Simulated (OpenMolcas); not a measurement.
## Ni3+, Pd3+, Pt3+: d⁷ down the group

| Item | Value |
| --- | --- |
| Program | OpenMolcas |
| Method | CASSCF |
| Basis | ANO-R3 |
| Scalar Hamiltonian | X2C, finite nucleus |
| Spin-orbit coupling | state interaction with AMFI integrals over the reference wave functions, term energies averaged over their components |

Active space for each ion: 7 electrons in 5 orbitals (d).

Computed levels in cm-1 above ⁴F_9/2:

```tsv
Level	Ni3+	Pd3+	Pt3+
⁴F_7/2	1158	2735	9624
⁴F_5/2	2006	4483	12143
⁴P_5/2	22228	16797	20048
²G_9/2	22325	17463	20579
⁴P_1/2	23151	18630	24087
²G_7/2	23438	20198	28215
²H_11/2	29636	23183	27398
²P_1/2	30617	25760	37477
²H_9/2	30629	25937	37757
weight of ⁴F in the lowest level (%)	100	98	86
```

Mixed levels, with the weight of the term that names them: Pt3+ ⁴F_5/2 (72 %), Pt3+ ²G_9/2 (61 %), Pt3+ ⁴P_1/2 (68 %), Pt3+ ²P_1/2 (68 %), Pt3+ ²H_9/2 (73 %).

Measured, with the error of the calculation in %. Measured levels: Ni3+ from Corliss and Sugar, J. Phys. Chem. Ref. Data 10, 197 (1981).

```
  Level           Ni3+
 ⁴F_7/2    1190 (-2.7)
 ⁴F_5/2    2042 (-1.8)
 ⁴P_5/2  18119 (+22.7)
 ²G_9/2  19830 (+12.6)
 ⁴P_1/2  18958 (+22.1)
 ²G_7/2  20948 (+11.9)
²H_11/2  26649 (+11.2)
 ²P_1/2  24651 (+24.2)
 ²H_9/2  27678 (+10.7)
```

The fine-structure level ⁴F_5/2 changes by a factor of 6.05 from Ni3+ to Pt3+.

Without spin-orbit coupling ⁴P lies 21470, 15057, 13621 cm-1 above ⁴F in that order; the difference to the level ⁴P_5/2, of either sign, comes from spin-orbit coupling, which also lowers the zero.

Without dynamic correlation excited terms often stand tens of per cent too high (terms of higher spin than the ground term too low), and those without a measured partner can miss by more than the paired ones. Measured partners are found by configuration, term and J. A level has none where our copy of the source lacks it or the pairing is in doubt (some pairs that miss far off the trend of their configuration count as doubtful), and it then counts in no deviation. Only configurations of the active space appear.
